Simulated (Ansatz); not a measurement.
The molecule GaCl, closed-shell singlet (the spin of the measured ground state). No spin–orbit coupling. Ga is treated without relativity.

The constants come from a fifth-degree fit in 1/R (seven points, main isotopes). In def2 and cc sets the state is the lowest found near the PBE0 minimum, followed along R. The singlet is held restricted.

Correlated levels freeze the inner cores; with def2 sets outer-core shells near the valence are correlated too. CBS: X⁻³ extrapolation of the correlation energy, Hartree–Fock from the larger set.

Codes used: Ansatz (Gaussian basis) for Hartree–Fock, density functionals and correlated methods. Values without a source in brackets are computed.

Quantity: ω_e, from seven points a level.

Costs are ratios of core time to PBE/def2-TZVPP (roughly 6 s), for whole runs (searches for the state included, and forces where a run took them) on one shared machine, so rough; each error counts from the measured 365.3 cm⁻¹ [Huber and Herzberg (1979), NIST Chemistry WebBook].

| level | basis functions | cost |
|---|---|---|
| SVWN5/def2-TZVPP | 90 | ×0.8 |
| PBE/def2-TZVPP | 90 | ×1 |
| B3LYP/def2-TZVPP | 90 | ×2 |
| BHLYP/def2-TZVPP | 90 | ×2 |
| r2SCAN/def2-TZVPP | 90 | ×2 |
| B2PLYP/def2-TZVPP | 90 | ×2 |
| CAM-B3LYP/def2-TZVPP | 90 | ×2 |
| B97M-V/def2-TZVPP | 90 | ×2 |
| wB97M-V/def2-TZVPP | 90 | ×3 |
| CCSD(T)/def2-TZVPP | 90 | ×4 |
| CCSD(T)/def2-QZVPP | 159 | ×20 |
| CCSD(T)/CBS(def2-TZVPP, def2-QZVPP) | - | ×20 |

Q: What does the step from CCSD(T)/def2-TZVPP to CCSD(T)/def2-QZVPP cost and buy?

A: 90 to 159 functions, cost ×5 (rough); the error goes from 11 to 7 cm⁻¹.

Each error (cm⁻¹): SVWN5/def2-TZVPP 10; PBE/def2-TZVPP -11; B3LYP/def2-TZVPP -13; BHLYP/def2-TZVPP -1; r2SCAN/def2-TZVPP 6; B2PLYP/def2-TZVPP -1; CAM-B3LYP/def2-TZVPP 1; B97M-V/def2-TZVPP -5; wB97M-V/def2-TZVPP 3; CCSD(T)/def2-TZVPP 11; CCSD(T)/def2-QZVPP 7; CCSD(T)/CBS(def2-TZVPP, def2-QZVPP) 6.

Ansatz is a program for electronic structure.
